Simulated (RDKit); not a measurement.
RDKit input (UFF):

```python
from rdkit import Chem
from rdkit.Chem import AllChem, rdDetermineBonds

mol = Chem.MolFromXYZFile('mol.xyz')
rdDetermineBonds.DetermineBonds(mol, charge=-1)
print('SMILES', Chem.MolToSmiles(Chem.RemoveHs(mol)))
ff = AllChem.UFFGetMoleculeForceField(mol)
e0 = ff.CalcEnergy()
flag = ff.Minimize(maxIts=5000, forceTol=1e-5)
print(f'energy {e0:.4f} -> {ff.CalcEnergy():.4f} kcal/mol, converged: {flag == 0}')
print(Chem.MolToXYZBlock(mol))
```
mol.xyz:
```
11

C     -2.23299100    -0.22622800     0.03777100
C     -1.03161000    -0.61937300    -0.40643700
C      0.09257600     0.23173100    -0.81754500
Si     1.47924300     0.37358900     0.65305300
H     -2.50120700     0.82464400     0.08241300
H     -2.96858300    -0.93643300     0.39812100
H     -0.81527300    -1.68708400    -0.39226900
H      0.60188100    -0.19532900    -1.68422600
H     -0.24462000     1.24265800    -1.06391000
H      2.70467800     0.34761800    -0.29340700
H      1.54587500    -1.14310100     0.92779200
```

Output:

```
[01:07:53] UFFTYPER: Unrecognized charge state for atom: 3
SMILES C=CC[SiH2-]
energy 17.6486 -> 1.1709 kcal/mol, converged: True
11

C     -2.073450   -0.218889    0.199583
C     -1.086651   -0.780045   -0.506160
C      0.113316    0.004981   -0.950276
Si     1.238323    0.386687    0.498813
H     -2.027640    0.826491    0.489853
H     -2.936617   -0.808692    0.490320
H     -1.172083   -1.822419   -0.798799
H      0.689915   -0.592781   -1.686778
H     -0.204863    0.951168   -1.437274
H      2.409500    1.137108    0.022576
H      1.680220   -0.870917    1.119498
```

The dipole moment of an ion depends on the origin.

The geometry given is a B3LYP-D3(BJ)/def2-TZVP minimum.
